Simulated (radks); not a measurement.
Problem. The mean radii <r> (bohr) of the occupied orbitals of an atom or ion are listed with their occupations. Method: scalar-relativistic Kohn-Sham, LDA (Slater exchange, Perdew-Wang correlation), spin-polarised, spherical densities, finite nucleus; Fermi nuclear charge, rms radius of each element as measured or else 0.836 A^(1/3) + 0.57 fm; computed with a radial shooting solver on a logarithmic mesh with Libxc functionals.

orbital  occ.     <r>
1s up       1  0.1116
1s down     1  0.1115
2s up       1  0.5538
2s down     1  0.5562
2p up       3  0.5126
2p down     2  0.5164
3s up       1   1.799
3s down     1   1.819
3p up       1   1.995

Name the element and its charge. Open shells, if any, are filled with parallel spins first.

Solution. Z = 14, silicon, charge +2: Si2+ in [He] 2s2 2p5 3s2 3p1. The 1s radius gives Z: for a bare nucleus <r> = (2 gamma + 1)/(2Z) with gamma = sqrt(1 - (Z/c)^2), 0.1068 bohr for Z = 14, and screening makes it slightly larger (0.1116 here). The occupations add up to 12, and the charge is Z minus that.
